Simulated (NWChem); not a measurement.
System: CH3IOZn; SMILES C[O][Zn][I]

Input file for NWChem:

```
start job
memory heap 200 mb stack 900 mb global 1100 mb
geometry units angstroms noautoz
  Zn     0.264596     0.812574     0.003433
  I     -0.581791    -1.453115    -0.003845
  O      1.038160     2.406599     0.010612
  C      0.426773     3.653920    -0.010042
  H     -0.234270     3.839062     0.861467
  H      1.203330     4.440917     0.011920
  H     -0.180306     3.835174    -0.920848
end
basis spherical
  * library def2-svpd
end
ecp
  I library def2-ecp
end
dft
  xc xpbe96 cpbe96
  iterations 150
end
tddft
  cis
  nroots 6
  notriplet
end
task tddft energy
```

Parts of the log:

```
             Northwest Computational Chemistry Package (NWChem) 7.3.0
             --------------------------------------------------------

 C1  symmetry detected

                             Geometry "geometry" -> ""
                             -------------------------

 Output coordinates in angstroms (scale by  1.889725989 to convert to a.u.)

  No.       Tag          Charge          X              Y              Z
 ---- ---------------- ---------- -------------- -------------- --------------
    1 Zn                  30.0000     0.13115438     0.88014846     0.00054926
    2 I                   53.0000    -0.03293897    -1.53290842    -0.00012571
    3 O                    8.0000     0.41727165     2.62872010    -0.00107079
    4 C                    6.0000    -0.52514655     3.64944413    -0.00022989
    5 H                    1.0000    -1.19041518     3.63903650     0.88751595
    6 H                    1.0000    -0.00535817     4.62547522     0.00817993
    7 H                    1.0000    -1.18038652     3.64875514    -0.89556536

 Effective nuclear repulsion energy (a.u.)     602.0172846918

 Summary of "ao basis" -> "ao basis" (spherical)
 ------------------------------------------------------------------------------
       Tag                 Description            Shells   Functions and Types
 ---------------- ------------------------------  ------  ---------------------
 Zn                        def2-svpd                12       34   5s4p2d1f
 I                         def2-svpd                13       35   5s5p3d
 O                         def2-svpd                 9       23   4s3p2d
 C                         def2-svpd                 8       20   4s2p2d
 H                         def2-svpd                 4        8   2s2p

            General Information
            -------------------
          SCF calculation type: DFT
          Wavefunction type:  closed shell.
          No. of atoms     :     7
          No. of electrons :    72
           Alpha electrons :    36
            Beta electrons :    36
          Charge           :     0
          Spin multiplicity:     1
          Use of symmetry is: off; symmetry adaption is: off
          Maximum number of iterations: 150
          AO basis - number of functions:   136
                     number of shells:    54
          Convergence on energy requested:  1.00D-06
          Convergence on density requested:  1.00D-05
          Convergence on gradient requested:  5.00D-04

[...]

                                NWChem TDDFT Module
                                -------------------

            General Information
            -------------------
           No. of orbitals :     272
            Alpha orbitals :     136
             Beta orbitals :     136
        Alpha frozen cores :       0
         Beta frozen cores :       0
     Alpha frozen virtuals :       0
      Beta frozen virtuals :       0
         Spin multiplicity :       1
    Number of AO functions :     136
        Use of symmetry is : off
      Symmetry adaption is : off
         Schwarz screening :  0.10D-07

              XC Information
              --------------
   PerdewBurkeErnzerhof Exchange Functional   1.00
     Perdew 1991 LDA Correlation Functional   1.00 local
    PerdewBurkeErnz. Correlation Functional   1.00 non-local

             TDDFT Information
             -----------------
          Calculation type : Tamm-Dancoff TDDFT
         Wavefunction type : Restricted singlets
          No. of electrons :      72
           Alpha electrons :      36
            Beta electrons :      36
              No. of roots :       6
          Max subspacesize :    5200
            Max iterations :     100
               Target root :       1
           Target symmetry : none
      Symmetry restriction : off
                 Algorithm : Optimal
        Davidson threshold :  0.10D-03

    6 smallest eigenvalue differences (eV)
--------------------------------------------------------
  No. Spin  Occ  Vir  Irrep   E(Occ)    E(Vir)   E(Diff)
--------------------------------------------------------
    1    1   36   37 a        -0.225    -0.089     3.697
    2    1   35   37 a        -0.241    -0.089     4.138
    3    1   34   37 a        -0.251    -0.089     4.415
    4    1   33   37 a        -0.251    -0.089     4.417
    5    1   36   38 a        -0.225    -0.041     5.006
    6    1   36   39 a        -0.225    -0.036     5.131
--------------------------------------------------------

  Entering Davidson iterations
  Restricted singlet excited states

  Iter   NTrls   NConv    DeltaV     DeltaE      Time
  ----  ------  ------  ---------  ---------  ---------
    1      6       0     0.20E+00   0.10+100       21.6
    2     12       0     0.58E-01   0.37E-01       21.5
    3     18       0     0.59E-01   0.30E-02       22.2
    4     24       3     0.51E-01   0.80E-03       22.0
    5     27       4     0.19E-01   0.21E-02       20.0
    6     29       5     0.34E-02   0.26E-03       17.7
    7     30       5     0.22E-03   0.99E-05       16.1
    8     31       6     0.36E-04   0.50E-07       15.3
  ----  ------  ------  ---------  ---------  ---------
  Convergence criterion met

  Ground state a       -2191.542884505124 a.u.

  ----------------------------------------------------------------------------
  Root   1 singlet a              0.140585520 a.u.                3.8255 eV
  ----------------------------------------------------------------------------
     Transition Moments    X -0.00121   Y -0.00086   Z -0.07635
     Dipole Oscillator Strength                    0.0005466104
     Electric Quadrupole                           0.0000000153
     Magnetic Dipole                               0.0000000094
     Total Oscillator Strength                     0.0005466351

[...]
```

Level: PBE/def2-SVPD with def2 effective core potentials on I, TDA. Coordinates come from a PBE0/def2-SVP optimisation. No frequency run checked for a minimum. def2 effective core potentials on I; no spin-orbit coupling.
